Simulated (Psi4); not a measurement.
Level of theory: SAPT0/jun-cc-pVDZ, frozen core in Psi4.

Psi4 input:

```
molecule {
0 1
C 0.65174357 0.08269581 0.08373650
C -0.65175209 -0.08269812 -0.08375451
H 1.33345791 0.12457292 -0.75712759
H 1.09143214 0.18311291 1.06868256
H -1.33341377 -0.12456394 0.75715008
H -1.09146777 -0.18311958 -1.06868703
--
0 1
S 0.92669801 -3.40454614 1.21105586
C 0.61376478 -3.33382681 -0.30815235
S 0.30086404 -3.26343059 -1.82738019
units angstrom
symmetry c1
no_reorient
no_com
}
set basis jun-cc-pvdz
set scf_type df
set freeze_core true
energy('sapt0')
```

Part of the output:

```
    SAPT Results
  --------------------------------------------------------------------------------------------------------
    Electrostatics                 -4.05890032 [mEh]      -2.54699840 [kcal/mol]     -10.65664132 [kJ/mol]
      Elst10,r                     -4.05890032 [mEh]      -2.54699840 [kcal/mol]     -10.65664132 [kJ/mol]

    Exchange                        8.74337448 [mEh]       5.48655032 [kcal/mol]      22.95572654 [kJ/mol]
      Exch10                        8.74337448 [mEh]       5.48655032 [kcal/mol]      22.95572654 [kJ/mol]
      Exch10(S^2)                   8.68416579 [mEh]       5.44939631 [kcal/mol]      22.80027415 [kJ/mol]

    Induction                      -0.51016987 [mEh]      -0.32013643 [kcal/mol]      -1.33945082 [kJ/mol]
      Ind20,r                      -5.27012120 [mEh]      -3.30705098 [kcal/mol]     -13.83670130 [kJ/mol]
      Exch-Ind20,r                  5.05391725 [mEh]       3.17138095 [kcal/mol]      13.26905791 [kJ/mol]
      delta HF,r (2)               -0.29396592 [mEh]      -0.18446640 [kcal/mol]      -0.77180743 [kJ/mol]

    Dispersion                     -4.62672584 [mEh]      -2.90331430 [kcal/mol]     -12.14746701 [kJ/mol]
      Disp20                       -5.62904330 [mEh]      -3.53227800 [kcal/mol]     -14.77905114 [kJ/mol]
      Exch-Disp20                   1.00231746 [mEh]       0.62896370 [kcal/mol]       2.63158412 [kJ/mol]
      Disp20 (SS)                  -2.81452165 [mEh]      -1.76613900 [kcal/mol]      -7.38952557 [kJ/mol]
      Disp20 (OS)                  -2.81452165 [mEh]      -1.76613900 [kcal/mol]      -7.38952557 [kJ/mol]
      Exch-Disp20 (SS)              0.56125182 [mEh]       0.35219084 [kcal/mol]       1.47356646 [kJ/mol]
      Exch-Disp20 (OS)              0.44106563 [mEh]       0.27677286 [kcal/mol]       1.15801766 [kJ/mol]

  Total HF                          4.17430429 [mEh]       2.61941549 [kcal/mol]      10.95963440 [kJ/mol]
  Total SAPT0                      -0.45242155 [mEh]      -0.28389881 [kcal/mol]      -1.18783261 [kJ/mol]
```
